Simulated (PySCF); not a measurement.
## Radial density of Bi⁶³⁺ (bismuth, charge +63)

B3LYP, [Ar] 3d2, high-spin 3F determinant. Computed with PySCF 2.14 in an even-tempered Gaussian basis (17 s from 18 bohr⁻², ratio 2.5; 13 p from 24 bohr⁻², ratio 2.5; 7 d from 24 bohr⁻², ratio 2.5; 4 f from 84 bohr⁻², ratio 2.7; 3 g from 130 bohr⁻², ratio 2.7), with the spin-free X2C one-electron Hamiltonian (Gaussian nucleus).

| r (bohr) | 4πr²ρ (e/bohr) | 4πr²(ρα − ρβ) |
| --- | --- | --- |
| 0.0127 | 115.0 | 0.0049 |
| 0.0213 | 101.6 | 0.0888 |
| 0.0359 | 135.8 | 0.8659 |
| 0.0604 | 125.9 | 5.1273 |
| 0.102 | 67.96 | 13.9568 |
| 0.171 | 69.30 | 10.5706 |
| 0.287 | 7.237 | 0.9212 |
| 0.483 | 0.02617 | 0.0042 |

Densities and radii are taken from the X2C orbitals without a picture-change correction, which distorts them close to the nucleus.

Spin-orbit coupling is strong in this species (close to jj coupling), so the high-spin LS determinant is a model state, not a physical level.
